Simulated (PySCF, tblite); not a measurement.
Isomers of C8H12Si, one GFN2-xTB conformer each. Single-point energies are computed at PBE0/pcSseg-1 (PySCF, gas phase, no added dispersion term), electronic only.

Task: Rank them by PBE0/pcSseg-1 energy, lowest first (kcal/mol).
A. `[CH2:1]=[C:2]=[C:3]([C:4]#[C:5][SiH2:6][CH3:7])[CH2:8][CH3:9]` with C2–C3–C8–C9 -112°
B. `CC(C)C#CC1=CC[SiH2]1`
C. `[CH2:1]=[CH:2][C:3]1=[CH:4][CH2:5][CH:6]=[CH:7][CH2:8][SiH2:9]1` with C1–C2–C3–C4 175°, C3–C4–C5–C6 -61°, C4–C5–C6–C7 81°, C6–C7–C8–Si9 -67°, C7–C8–Si9–C3 46°

Result: C (0.0), B (25.0), A (30.3).

As drawn, the highest has a C≡C bond and cumulated double bonds, which the lowest lacks. GFN2-xTB itself gives, in the same order: 0.0, 17.2, 29.6. Both levels put the same isomer lowest; measured from each level's own lowest isomer, the values differ by up to 7.8 kcal/mol (CC(C)C#CC1=CC[SiH2]1: 17.2 against 25.0).

Task: Which frontier levels, dipoles and rotational constants go with these structures?

Result: 
```csv
SMILES,"HOMO (eV, PBE0/pcSseg-1)",LUMO (eV),dipole (D),"A, B, C (MHz)"
C=CC1=CCC=CC[SiH2]1,-6.50,-0.93,0.87,"2357, 1089, 811.2"
CC(C)C#CC1=CC[SiH2]1,-6.52,-0.64,0.14,"3527, 530.3, 484.7"
C=C=C(C#C[SiH2]C)CC,-6.78,-0.75,0.87,"1980, 595.4, 478.8"
```

Task: What happens when harmonic zero-point energies from GFN2-xTB frequencies are added?

Result: 
```csv
SMILES,ZPE (kcal/mol),electronic (kcal/mol),with ZPE (kcal/mol)
C=CC1=CCC=CC[SiH2]1,105.5,0.0,0.0
CC(C)C#CC1=CC[SiH2]1,104.5,25.0,24.0
C=C=C(C#C[SiH2]C)CC,102.6,30.3,27.3
```

The zero-point energies span 2.9 kcal/mol. The order is unchanged.
